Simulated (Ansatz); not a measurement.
Gas-phase electronic energies from Ansatz, PBE0-D4/def2-TZVP geometries. CBS: MP2 limit from def2 TZ/QZ plus the TZ coupled-cluster correction, frozen cores. This one scheme is used for every species. Functionals use def2-TZVPP. B3LYP here is the variant with VWN-RPA as its local correlation; programs differ in this. Each species was taken in one conformer, which may not be the lowest.

Consider the ligand exchange at the Si–C bond: `FC(F)[SiH3]` + `CC(=N)O` → `C/C(O)=N\[SiH3]` + difluoromethane.

`FC(F)[SiH3]`:

```xyz
8

F     1.035   -1.090    1.174
C     0.657   -0.695   -0.078
F     0.091   -1.775   -0.692
Si   -0.613    0.740    0.038
H     1.573   -0.450   -0.630
H     0.044    1.882    0.722
H    -1.786    0.263    0.807
H    -1.000    1.124   -1.341
```

`CC(=N)O`:

Z-matrix (Å, degrees):
```
C
C 1 1.493
H 1 1.092 2 109.8
H 1 1.092 2 109.8 3 117.7
H 1 1.088 2 111.1 3 -121.1
N 2 1.263 1 129.2 3 121.0
O 2 1.346 1 111.4 3 -59.0
H 6 1.014 2 111.4 1 0.0
H 7 0.967 2 106.0 1 180.0
```

`C/C(O)=N\[SiH3]`:

Cartesian coordinates in Å:
```
C -1.329 0.474 -0.711
C 0.051 0.864 -0.290
O 0.308 2.138 -0.643
N 0.927 0.187 0.310
Si 0.942 -1.425 0.896
H -1.425 0.586 -1.794
H -1.553 -0.552 -0.429
H -2.056 1.147 -0.252
H 1.210 2.319 -0.342
H 2.056 -2.156 0.238
H -0.319 -2.190 0.656
H 1.189 -1.393 2.361
```

`FCF`:

Cartesian coordinates in Å:
```
F -0.005 1.278 -0.285
C -0.057 -0.035 0.032
F 1.111 -0.611 -0.326
H -0.181 -0.131 1.114
H -0.868 -0.501 -0.535
```

```json
{"level": "PBE-D4", "ΔE (kJ/mol)": "-71.3", "difference from CCSD(T)/CBS": "7.3"}
{"level": "r2SCAN-D4", "ΔE (kJ/mol)": "-77.7", "difference from CCSD(T)/CBS": "0.9"}
{"level": "PBE0-D4", "ΔE (kJ/mol)": "-77.4", "difference from CCSD(T)/CBS": "1.2"}
{"level": "B3LYP-D4", "ΔE (kJ/mol)": "-80.0", "difference from CCSD(T)/CBS": "-1.4"}
{"level": "PBE", "ΔE (kJ/mol)": "-68.5", "difference from CCSD(T)/CBS": "10.1"}
{"level": "B3LYP", "ΔE (kJ/mol)": "-75.7", "difference from CCSD(T)/CBS": "2.9"}
{"level": "HF/def2-TZVPP", "ΔE (kJ/mol)": "-89.3", "difference from CCSD(T)/CBS": "-10.7"}
{"level": "MP2/def2-TZVPP", "ΔE (kJ/mol)": "-87.8", "difference from CCSD(T)/CBS": "-9.2"}
{"level": "SCS-MP2/def2-TZVPP", "ΔE (kJ/mol)": "-85.4", "difference from CCSD(T)/CBS": "-6.8"}
{"level": "CCSD/def2-TZVPP", "ΔE (kJ/mol)": "-80.0", "difference from CCSD(T)/CBS": "-1.4"}
{"level": "HF/def2-QZVPP", "ΔE (kJ/mol)": "-89.8", "difference from CCSD(T)/CBS": "-11.2"}
{"level": "MP2/def2-QZVPP", "ΔE (kJ/mol)": "-87.3", "difference from CCSD(T)/CBS": "-8.7"}
{"level": "SCS-MP2/def2-QZVPP", "ΔE (kJ/mol)": "-85.0", "difference from CCSD(T)/CBS": "-6.4"}
{"level": "HF/CBS(def2)", "ΔE (kJ/mol)": "-89.8", "difference from CCSD(T)/CBS": "-11.2"}
{"level": "MP2/CBS(def2)", "ΔE (kJ/mol)": "-86.7", "difference from CCSD(T)/CBS": "-8.1"}
{"level": "CCSD/CBS(def2)", "ΔE (kJ/mol)": "-78.9", "difference from CCSD(T)/CBS": "-0.3"}
{"level": "CCSD(T)/CBS", "ΔE (kJ/mol)": "-78.6", "difference from CCSD(T)/CBS": "0"}
```

Largest T1 diagnostic among the species: 0.013.

The D4 term adds −4.2 kJ/mol with B3LYP and −2.6 kJ/mol with PBE0; it sums over pairs of atoms, weighted by their polarisabilities, and B3LYP, whose exchange is more repulsive, gets the larger term. From PBE to PBE0 (25 % exact exchange), in def2-TZVPP and without D4, ΔE moves by −6.3 kJ/mol.
